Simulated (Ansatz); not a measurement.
Basis sets compared for the cluster ZnCl₂⁻ (the lowest doublet isomer of a short search). Charge -1, multiplicity 2. Geometry r2SCAN-D4/def2-TZVPD. Ansatz on 4 threads of Arm Neoverse V1 on a shared host; times are rough, and most runs start from earlier orbitals.

```xyz
3

Zn   -0.6153    0.3241   -0.3986
Cl   -0.3205   -1.9277   -0.2671
Cl    0.9359    1.6036    0.6657
```

At PBE-D4/def2-SVPD, PBE-D4/def2-TZVPD the highest occupied level of the charge -1 doublet lies above zero (up to 0.41 eV). By energy differences its removal costs 2.27 eV (vertical, to the charge 0 singlet, at PBE-D4/def2-TZVPD); a positive level beside a positive removal energy at the same level points to self-interaction error. The structure comes from a short search, and lower isomers may exist.

| level | functions | energy (Eh) | HOMO (eV) | LUMO (eV) | wall time |
| --- | --- | --- | --- | --- | --- |
| PBE-D4/def2-SVPD | 88 | -2698.7808 | 0.38 | 1.34 | 0.95 s |
| PBE0-D4/def2-SVPD | 88 | -2698.8844 | -0.46 | 2.20 | 1.4 s |

Q: Estimate the rows for PBE-D4/def2-TZVPD, PBE0-D4/def2-TZVPD (with forces).

A: 
| level | functions | energy (Eh) | HOMO (eV) | LUMO (eV) | wall time |
| --- | --- | --- | --- | --- | --- |
| PBE-D4/def2-TZVPD | 143 | -2699.3385 | 0.41 | 1.39 | 1.7 s |
| PBE0-D4/def2-TZVPD (with forces) | 143 | -2699.4310 | -0.43 | 2.28 | 3.2 s |
